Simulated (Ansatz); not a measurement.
Isolated molecules relaxed with PBE0-D4/def2-TZVP in Ansatz; ΔE leaves out vibrations. CCSD(T)/CBS is the MP2 limit (def2-TZVPP, def2-QZVPP) plus CCSD(T) − MP2 in def2-TZVPP, frozen cores. DFT in def2-TZVPP. B3LYP here is the variant with VWN-RPA as its local correlation; programs differ in this. For Br, Ge outer-core shells are correlated without core-valence functions, which leaves a few kJ/mol of doubt a bond. Scalar relativity is left out up to krypton. One conformer a species, not always the lowest.

Consider the formal exchange of groups at a Ge–C bond: `[GeH3][CH2]CBr` + `CCS[SiH2]Cl` → `Cl[SiH2][S][GeH3]` + `CCCCBr`.

```
             level  ΔE (kJ/mol)  difference from CCSD(T)/CBS
         r2SCAN-D4        -71.9                         -0.5
           PBE0-D4        -72.6                         -1.2
          B3LYP-D4        -68.5                          2.9
           ωB97M-V        -73.2                         -1.8
            r2SCAN        -72.2                         -0.8
     HF/def2-TZVPP        -83.2                        -11.8
    MP2/def2-TZVPP        -72.8                         -1.4
SCS-MP2/def2-TZVPP        -73.1                         -1.7
CCSD(T)/def2-TZVPP        -72.4                         -1.0
    CCSD/CBS(def2)        -73.3                         -1.9
       CCSD(T)/CBS        -71.4                            0
```

Largest T1 diagnostic among the species: 0.011.

In def2-TZVPP, CCSD(T) changes the Hartree–Fock value by +10.8 kJ/mol (the triples alone add +1.9 kJ/mol) and MP2 by +10.3 kJ/mol. From PBE to PBE0 (25 % exact exchange), in def2-TZVPP and without D4, ΔE moves by −6.0 kJ/mol.
